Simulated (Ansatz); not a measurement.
Frontier orbitals of AlBrFH2ISi.

```xyz
7

F     1.5298    0.6433   -1.7250
Si    0.2533    0.6855   -0.7730
Al   -0.5755   -1.2034    0.4964
Br    1.1940    0.4634    1.4364
I    -0.6300    2.9408   -0.9336
H     0.1555   -2.5755    0.2297
H    -1.9270   -0.9541    1.2690
```

Total charge 0; spin multiplicity 1. Correlated methods include outer-core shells of Br, I, which these sets cover unevenly. Scalar relativity is left out up to krypton. I takes the def2 core potential. The bonds changed during the relaxation, so this is another structure than the one it started from. The structure was optimised at the PBE0-D4/def2-TZVP level. Basis def2-TZVPP, Ansatz 0.2.0.

Orbital energies of one run (eV). Highest occupied ones, from the top: -10.00, -10.82, -11.09, -11.53, -12.35, -12.52, -13.00, -14.60, -16.17, -16.37, -16.64, -18.98, -23.62, -25.89. Empty: 0.54, 0.75, 1.24, 1.62, 2.71, 3.17.

Q: Which functional gave them?
A. CAM-B3LYP
B. LDA (SPW92)
C. LC-ωPBE
D. HSE06 (plane-wave form)

A: C. HOMO energies: LC-ωPBE -10.00, CAM-B3LYP -8.77, HSE06 -7.20, LDA (SPW92) -6.68 eV.

LC-ωPBE has ω = 0.4 bohr⁻¹.
